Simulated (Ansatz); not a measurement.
Geometry optimisation, RKS PBE0-D4/def2-mTZVP in Ansatz 0.2.0.

The input (input.yaml):

```yaml
crystal:
  periodic: [false, false, false]
  atoms:
    - { symbol: Ge, position_ang: [0.230656, 0.0, -0.009733] }
    - { symbol: Cl, position_ang: [0.371313, 0.0, 2.188411] }
    - { symbol: H, position_ang: [1.681744, 0.0, -0.505609] }
    - { symbol: H, position_ang: [-0.515807, 1.273365, -0.417879] }
    - { symbol: H, position_ang: [-0.515807, -1.273365, -0.417879] }
    - { symbol: H, position_ang: [-2.395279, 0.0, 0.835508] }
    - { symbol: H, position_ang: [-2.107921, 0.0, 1.485182] }
basis:
  gaussian: { orbitals: def2-mTZVP }
hamiltonian:
  xc: pbe0
  dispersion: d4
relax:
  f_tol: 0.03
  max_steps: 50
output:
  orbitals: {}
```

Launched with:

```bash
$ ansatz run input.yaml --threads 1 --pin off --max-ram 2048MiB --backend cpu --events-out ev --progress --plain --runs-dir out
```

Task: Where does it end, and by what steps?

Result: It converged. The force dipped under the threshold on the way, but the program's further checks kept it going. After 6 steps the energy has fallen by 0.151 eV; H6 moved furthest, 0.68 Å.

```tsv
step	energy less start (eV)	largest force component (eV/Å)	accepted
0	0.0000	1.236	yes
1	-0.1067	0.167	yes
2	-0.1359	0.112	yes
3	-0.1467	0.078	yes
4	-0.1491	0.175	yes
5	-0.1509	0.007	yes
6	-0.1511	0.008	yes
```

```xyz
7
Properties=species:S:1:pos:R:3
Ge 0.454 0.000 -0.052
Cl 0.643 0.000 2.105
H 1.876 0.000 -0.622
H -0.313 1.269 -0.436
H -0.313 -1.269 -0.436
H -3.046 0.000 1.020
H -2.553 0.000 1.578
```

Whether the end is a true minimum wasn't checked by a vibrational analysis.

The run took 18 s on 1 thread of Arm Neoverse V1 (shared host), peak memory 0.14 GiB.
